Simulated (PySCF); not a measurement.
These are PBE-D3(BJ)/def2-TZVP // B3LYP-D3(BJ)/def2-TZVP (PySCF 2.14.0) values and carry that method's errors. Gas-phase values, no solvent. 

Reference species (SMILES): `BBr` (neutral, multiplicity 1).

```
Quantity        Value
-------------  ------
dipole moment  0.39 D
```

Changed species: `BrBBr` (whole molecule; the reference has whole molecule).

What does the change do to the dipole moment?

the dipole moment decreases by 0.14 D, to 0.25 D.
